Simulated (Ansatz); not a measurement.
Cl₃HSeSi, SMILES `Cl[Si](Cl)(Cl)[SeH]` at its PBE0-D4/def2-TZVP geometry, where that method's forces vanish. The species carries charge 0 and has multiplicity 1.

```xyz
6

Cl   -0.5528    0.8022    1.8977
Si    0.3354   -0.0977    0.3049
Cl    2.3426    0.1981    0.3966
Cl   -0.0593   -2.0879    0.4436
Se   -0.3337    0.7756   -1.6562
H    -1.7323    0.4097   -1.3866
```

(1) What forces (eV/Å) does r2SCAN-D4/def2-TZVPP give on these atoms in the Gaussian-basis code of Ansatz? (An estimate is asked.)

Results:

(1) The calculation gave: 
```
Cl1 -0.042  0.041  0.075
Si2 -0.008  0.010 -0.021
Cl3  0.075  0.016 -0.006
Cl4 -0.019 -0.093  0.008
Se5 -0.022  0.026 -0.057
H6   0.015  0.001  0.001
```
